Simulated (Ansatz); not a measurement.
C$_{2}$H$_{6}$Ga+ (`[CH3][Ga+][CH3]`). The species carries charge 1 and has multiplicity 1.

```xyz
9

C     1.048   -1.134   -1.118
Ga    0.000    0.000    0.000
C    -1.048    1.134    1.118
H     1.205   -0.648   -2.083
H     0.523   -2.081   -1.268
H     2.013   -1.323   -0.642
H    -1.322    2.036    0.565
H    -1.952    0.605    1.426
H    -0.467    1.410    2.001
```

Task: List the harmonic frequencies (cm⁻¹, unscaled) at PBE0-D4/def2-TZVP in Ansatz. (An estimate is asked.)

Result: The calculation gave: 19i, 139, 140, 550, 680, 692, 692, 801, 801, 1239, 1245, 1411, 1411, 1422, 1422, 3052, 3054, 3153, 3153, 3155, 3155.
